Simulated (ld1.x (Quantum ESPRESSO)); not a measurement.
# An all-electron radial function and its pseudo partner (Tl)

Columns: radius, all-electron u(r) and pseudo u(r) of the 6s shell (level -12.74 eV) of thallium in the configuration [Xe] 4f14 5d10 6s2 6p0.5; PBE, scalar-relativistic, TM scheme, ld1.x (Quantum ESPRESSO) 7.5.

```tsv
r (bohr)	all-electron	pseudo
0.132	0.1636	-0.0195
0.265	-0.1966	-0.0406
0.398	-0.1141	-0.0644
0.530	0.1925	-0.0924
0.663	0.3515	-0.1268
0.795	0.3203	-0.1691
0.928	0.1705	-0.2220
1.060	-0.0230	-0.2862
1.193	-0.2159	-0.3627
1.325	-0.3816	-0.4476
1.458	-0.5140	-0.5355
1.590	-0.6108	-0.6149
1.723	-0.6770	-0.6772
1.855	-0.7162	-0.7162
1.988	-0.7340	-0.7340
2.120	-0.7350	-0.7350
2.252	-0.7231	-0.7231
2.385	-0.7014	-0.7014
2.518	-0.6728	-0.6728
2.650	-0.6397	-0.6397
2.782	-0.6037	-0.6037
2.915	-0.5659	-0.5659
3.048	-0.5276	-0.5276
3.180	-0.4899	-0.4899
3.312	-0.4532	-0.4532
3.445	-0.4174	-0.4174
```

How many radial nodes do the two functions have?

The all-electron 6s function has n − l − 1 = 5 (the table is too coarse to show those close to the nucleus); the pseudo-wave has 0, since the states of the same l below it are removed with the core.

At about which radius was the pseudo-wave matched?

1.90 bohr. The columns agree to 0.0005 from 1.72 bohr on; several derivatives are matched, so the curves merge somewhat inside the radius.

Is the pseudo-wave norm-conserving?

Yes: the TM scheme keeps the norm inside the radius equal to the all-electron one, which fixes the energy derivative of the logarithmic derivative at the level.
